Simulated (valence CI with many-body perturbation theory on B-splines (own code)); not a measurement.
**Level structure of Sn¹⁸⁺**

Calculated by valence CI with perturbative core correlation (CI+MBPT): four valence electrons over a frozen Dirac-Fock core [Ar] 3d10, a basis of 11 s, 11 p, 10 d, 8 f, 5 g, 2 h functions for each j, with the one-electron correlation potential Σ1, the two-electron term Σ2, the three-electron term Σ3, Breit, model QED; selected CI, second order for the rest, scaled by the run's own slope (own B-spline code, finite nucleus).

No measured spectrum was set against this ion. As an estimate, levels hold to about 250 cm⁻¹ or 0.2 % of their energy and the worst to 1 %, as in measured heavy ions of charge 2 to 7; those with d or f electrons hold less well. Among the levels kept, up to 560 cm⁻¹ of a level comes from second order outside the variational space, and about a tenth of that is noise between levels of different J, which matters for small intervals.

Levels 46 to 90 of 186, with energies above the lowest level, 4s2 4p2 3P_0. "Leading %" is the weight of the configuration and term that name the level; weights of strongly mixed levels are sums over their largest components and can fall short. Lifetimes count E1, E2, E3, M1 and M2 decay at the calculated energies, and are blank where another channel may lead or the interval is too uncertain; long ones can be off by a factor of two.

| No. | Configuration | Term | J | E (cm⁻¹) | Leading % | Lifetime | g |
| --- | --- | --- | --- | --- | --- | --- | --- |
| 46 | 4s 4p2 4d | 5P | 3 | 1092500 | 41 | 7.60 ps | 1.484 |
| 47 | 4s 4p2 4d | 5P | 2 | 1097700 | 72 | 4.95 ps | 1.705 |
| 48 | 4s 4p2 4d | 5P | 1 | 1101800 | 75 | 4.87 ps | 2.289 |
| 49 | 4s 4p2 4d | 3P | 1 | 1111400 | 40 | 7.82 ps | 1.139 |
| 50 | 4s 4p2 4d | 3G | 3 | 1112500 | 70 | 50.6 ps | 0.819 |
| 51 | 4s 4p2 4d | 3F | 4 | 1117400 | 34 | 72.4 ps | 1.248 |
| 52 | 4s 4p2 4d | 3F | 2 | 1118900 | 45 | 10.7 ps | 1.006 |
| 53 | 4s 4p2 4d | 3G | 4 | 1135000 | 63 | 54.1 ps | 1.111 |
| 54 | 4s 4p2 4d | 3D | 3 | 1147500 | 46 | 14.3 ps | 1.179 |
| 55 | 4s 4p2 4d | 3D | 1 | 1152300 | 64 | 12.0 ps | 0.797 |
| 56 | 4s 4p2 4d | 3P | 0 | 1154200 | 64 | 8.40 ps |  |
| 57 | 4s 4p2 4d | 3D | 3 | 1156400 | 41 | 6.29 ps | 1.166 |
| 58 | 4s 4p2 4d | 3D | 1 | 1160900 | 66 | 9.21 ps | 0.721 |
| 59 | 4s 4p2 4d | 1G | 4 | 1162000 | 53 | 31.7 ps | 1.120 |
| 60 | 4s 4p2 4d | 3G | 5 | 1162700 | 78 | 107 ps | 1.236 |
| 61 | 4s 4p2 4d | 3D | 2 | 1173900 | 47 | 7.92 ps | 1.073 |
| 62 | 4s 4p2 4d | 3D | 1 | 1175400 | 68 | 5.12 ps | 0.780 |
| 63 | 4s 4p2 4d | 3P | 0 | 1177900 | 89 | 5.73 ps |  |
| 64 | 4s 4p2 4d | 3F | 3 | 1180900 | 46 | 9.41 ps | 1.160 |
| 65 | 4s 4p2 4d | 3D | 2 | 1182000 | 72 | 6.01 ps | 1.150 |
| 66 | 4s 4p2 4d | 3F | 2 | 1183800 | 46 | 4.58 ps | 0.908 |
| 67 | 4s 4p2 4d | 3P | 1 | 1187300 | 51 | 6.83 ps | 1.492 |
| 68 | 4s 4p2 4d | 3D | 2 | 1192300 | 52 | 6.64 ps | 1.103 |
| 69 | 4s 4p2 4d | 3D | 3 | 1193200 | 39 | 3.93 ps | 1.231 |
| 70 | 4s 4p2 4d | 3P | 1 | 1209800 | 32 | 5.56 ps | 1.337 |
| 71 | 4s 4p2 4d | 3P | 2 | 1212000 | 46 | 5.01 ps | 1.320 |
| 72 | 4s 4p2 4d | 3F | 4 | 1219900 | 75 | 3.78 ps | 1.215 |
| 73 | 4s 4p2 4d | 3D | 3 | 1229600 | 54 | 15.6 ps | 1.206 |
| 74 | 4s 4p2 4d | 3S | 1 | 1237000 | 41 | 7.36 ps | 1.496 |
| 75 | 4s 4p2 4d | 3F | 4 | 1246400 | 72 | 18.7 ps | 1.212 |
| 76 | 4s 4p2 4d | 1S | 0 | 1253900 | 47 | 4.00 ps |  |
| 77 | 4s 4p2 4d | 3D | 3 | 1254800 | 63 | 7.63 ps | 1.248 |
| 78 | 4s 4p2 4d | 1D | 2 | 1255100 | 33 | 5.12 ps | 1.171 |
| 79 | 4s 4p2 4d | 3D | 3 | 1267300 | 60 | 6.06 ps | 1.250 |
| 80 | 4s 4p2 4d | 3D | 1 | 1269700 | 75 | 4.53 ps | 0.585 |
| 81 | 4s 4p2 4d | 3D | 2 | 1270000 | 57 | 4.50 ps | 1.098 |
| 82 | 4s 4p2 4d | 1P | 1 | 1276200 | 36 | 3.63 ps | 1.038 |
| 83 | 4s 4p2 4d | 1D | 2 | 1285500 | 64 | 11.8 ps | 1.049 |
| 84 | 4s 4p2 4d | 3P | 2 | 1293300 | 38 | 3.68 ps | 1.253 |
| 85 | 4s 4p2 4d | 1F | 3 | 1303100 | 47 | 3.85 ps | 1.054 |
| 86 | 4s 4p2 4d | 3P | 1 | 1328600 | 51 | 3.28 ps | 1.267 |
| 87 | 4s 4p2 4d | 3P | 0 | 1328900 | 59 | 2.94 ps |  |
| 88 | 4s2 4p 4f | 3G | 4 | 1343300 | 29 | 11.6 ps | 1.083 |
| 89 | 4s2 4p 4f | 3F | 2 | 1345000 | 25 | 4.89 ps | 0.881 |
| 90 | 4s2 4p 4f | 3G | 3 | 1346600 | 47 | 5.90 ps | 0.928 |

Names give the largest LS component (configuration and term), which can be under half, so a name can repeat, a term be missing and a line seem to break the LS rules; names also repeat where a configuration has a term twice.

Where two levels of one J and parity lie close, their mixing, g and order are uncertain.
